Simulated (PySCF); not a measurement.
C2H7AlS, singlet, at a GFN2-xTB geometry (such geometries of metal compounds can be far from the true shape), atoms displaced at random by about 0.08 Å a coordinate; R2SCAN/6-31G, gradient (PySCF).

Here is a job for PySCF.
```python
from pyscf import gto, scf, dft

mol = gto.M(
    atom='''
Al   -0.29262871    0.24402270   -0.16053174
C    -2.09650260   -0.74292445   -0.46799214
H    -2.12439998   -1.58341002   -0.48632967
H    -2.47394004   -0.35720835   -1.54992385
H    -2.68681097   -0.52129171    0.25011403
C     0.22564770    2.31484138   -0.34197533
H     1.09749092    2.20177405   -1.08415690
H     0.55899384    2.51098680    0.61165200
H    -0.62401605    2.65199038   -0.74401413
S     1.28356277   -1.05850933    0.53358386
H     2.06961157   -0.08573238    0.75731565
''',
    basis='6-31g',
    verbose=4,
)

mf = dft.RKS(mol)
mf.xc = 'r2scan'
mf.grids.level = 0
mf.kernel()
g = mf.nuc_grad_method()
g.grid_response = False
grad = g.kernel()
```

Output, abridged:

```
PySCF version 2.14.0

[INPUT] verbose = 4
[INPUT] num. atoms = 11
[INPUT] num. electrons = 48
[INPUT] charge = 0
[INPUT] spin (= nelec alpha-beta = 2S) = 0
[INPUT] symmetry False subgroup None
[INPUT] Mole.unit = angstrom
[INPUT] Symbol           X                Y                Z      unit          X                Y                Z       unit  Magmom
[INPUT]  1 Al    -0.292628710000   0.244022700000  -0.160531740000 AA   -0.552988118085   0.461136071177  -0.303361022900 Bohr   0.0
[INPUT]  2 C     -2.096502600000  -0.742924450000  -0.467992140000 AA   -3.961815733439  -1.403923741743  -0.884376973049 Bohr   0.0
[INPUT]  3 H     -2.124399980000  -1.583410020000  -0.486329670000 AA   -4.014534141231  -2.992211280692  -0.919029882550 Bohr   0.0
[INPUT]  4 H     -2.473940040000  -0.357208350000  -1.549923850000 AA   -4.675069124196  -0.675025950908  -2.928931590431 Bohr   0.0
[INPUT]  5 H     -2.686810970000  -0.521291710000   0.250114030000 AA   -5.077336881777  -0.985098562906   0.472647016611 Bohr   0.0
[INPUT]  6 C      0.225647700000   2.314841380000  -0.341975330000 AA    0.426412353638   4.374416230010  -0.646239715058 Bohr   0.0
[INPUT]  7 H      1.097490920000   2.201774050000  -1.084156900000 AA    2.073957262997   4.160749942674  -2.048759617057 Bohr   0.0
[INPUT]  8 H      0.558993840000   2.510986800000   0.611652000000 AA    1.056345262919   4.745077354398   1.155854763542 Bohr   0.0
[INPUT]  9 H     -0.624016050000   2.651990380000  -0.744014130000 AA   -1.179219431833   5.011535503181  -1.405982938507 Bohr   0.0
[INPUT] 10 S      1.283562770000  -1.058509330000   0.533583860000 AA    2.425582098988  -2.000292733997   1.008327359888 Bohr   0.0
[INPUT] 11 H      2.069611570000  -0.085732380000   0.757315650000 AA    3.910999051531  -0.162010718207   1.431119168347 Bohr   0.0

nuclear repulsion = 190.537658567908
number of shells = 38
number of NR pGTOs = 164
number of NR cGTOs = 58
basis = 6-31g
ecp = {}

******** <class 'pyscf.dft.rks.RKS'> ********
method = RKS
initial guess = minao
damping factor = 0
level_shift factor = 0
DIIS = <class 'pyscf.scf.diis.CDIIS'>
diis_start_cycle = 1
diis_space = 8
diis_damp = 0
SCF conv_tol = 1e-09
SCF conv_tol_grad = None
SCF max_cycles = 50
direct_scf = True
direct_scf_tol = 1e-13
XC library pyscf.dft.libxc version 7.1.2
    S. Lehtola, C. Steigemann, M. J. T. Oliveira, and M. A. L. Marques,  SoftwareX 7, 1–5 (2018)
XC functionals = r2scan
    J. W. Furness, A. D. Kaplan, J. Ning, J. P. Perdew, and J. Sun,  J. Phys. Chem. Lett. 11, 8208–8215 (2020)
    J. W. Furness, A. D. Kaplan, J. Ning, J. P. Perdew, and J. Sun,  J. Phys. Chem. Lett. 11, 9248–9248 (2020)
    J. W. Furness, A. D. Kaplan, J. Ning, J. P. Perdew, and J. Sun,  J. Phys. Chem. Lett. 11, 8208–8215 (2020)
    J. W. Furness, A. D. Kaplan, J. Ning, J. P. Perdew, and J. Sun,  J. Phys. Chem. Lett. 11, 9248–9248 (2020)
radial grids:
    Treutler-Ahlrichs [JCP 102, 346 (1995); DOI:10.1063/1.469408] (M4) radial grids

becke partition: Becke, JCP 88, 2547 (1988); DOI:10.1063/1.454033
pruning grids: <function nwchem_prune>
grids dens level: 0
symmetrized grids: False
atomic radii adjust function: <function treutler_atomic_radii_adjust>
small_rho_cutoff = 0
Set gradient conv threshold to 3.16228e-05
Initial guess from minao.
tot grids = 9760
init E= -721.003536718568
  HOMO = -0.309724080213246  LUMO = -0.0667807997159469  gap/eV = 6.61082
cycle= 1 E= -720.726812708108  delta_E= 0.277  |g|= 0.709  |ddm|= 2.88
  HOMO = -0.164619913477206  LUMO = -0.0462756608722232  gap/eV = 3.22031
cycle= 2 E= -720.590420002661  delta_E= 0.136  |g|= 0.94  |ddm|=  1.9
  HOMO = -0.23261043689027  LUMO = -0.0408570058600799  gap/eV = 5.21788
cycle= 3 E= -720.882619225436  delta_E= -0.292  |g|= 0.0295  |ddm|= 1.19
  HOMO = -0.237018321896543  LUMO = -0.0485719313599369  gap/eV = 5.12789
cycle= 4 E= -720.883002071735  delta_E= -0.000383  |g|= 0.0121  |ddm|= 0.0889
  HOMO = -0.235001661924139  LUMO = -0.0464884417466962  gap/eV = 5.12971
cycle= 5 E= -720.883068013185  delta_E= -6.59e-05  |g|= 0.00268  |ddm|= 0.0289
  HOMO = -0.235165445851015  LUMO = -0.0464569049555938  gap/eV = 5.13502
cycle= 6 E= -720.883069597297  delta_E= -1.58e-06  |g|= 0.00145  |ddm|= 0.00447
  HOMO = -0.235162213358273  LUMO = -0.0465444018270544  gap/eV = 5.13255
cycle= 7 E= -720.883070261815  delta_E= -6.65e-07  |g|= 0.000234  |ddm|= 0.00207
  HOMO = -0.235191898379069  LUMO = -0.0465564646612784  gap/eV = 5.13303
cycle= 8 E= -720.883070279946  delta_E= -1.81e-08  |g|= 7.85e-05  |ddm|= 0.000463
  HOMO = -0.235189542485915  LUMO = -0.04655654693023  gap/eV = 5.13297
cycle= 9 E= -720.883070282362  delta_E= -2.42e-09  |g|= 1.51e-05  |ddm|= 0.000153
  HOMO = -0.235190748041461  LUMO = -0.0465570383363303  gap/eV = 5.13298
cycle= 10 E= -720.883070282453  delta_E= -9.04e-11  |g|= 1.1e-06  |ddm|= 2.67e-05
  HOMO = -0.235190555707493  LUMO = -0.0465569339003979  gap/eV = 5.13298
Extra cycle  E= -720.883070282455  delta_E= -2.05e-12  |g|= 1.54e-06  |ddm|= 4.03e-06
converged SCF energy = -720.883070282455

******** <class 'pyscf.grad.rks.Gradients'> for <class 'pyscf.dft.rks.RKS'> ********
unit = Eh/Bohr
grid_response = False
--------------- RKS gradients ---------------
         x                y                z
0 Al     0.0389922264    -0.0162736790     0.0126134521
1 C    -0.1007947970    -0.3757390130     0.1449608696
2 H    -0.0109154192     0.3705760903     0.0175377102
3 H    -0.0089591073     0.0125587004    -0.0511784093
4 H     0.0926863245    -0.0524274882    -0.0969503642
5 C    -0.0747788515     0.1208901638     0.0389051821
6 H     0.0229675034    -0.0140126742    -0.0184737271
7 H    -0.0111645007    -0.0275086687    -0.0441454128
8 H     0.0628238153    -0.0482710448     0.0263998012
9 S     0.0221034381     0.0881314533     0.0018709480
10 H    -0.0471827305    -0.0449451485    -0.0129941025
----------------------------------------------
```
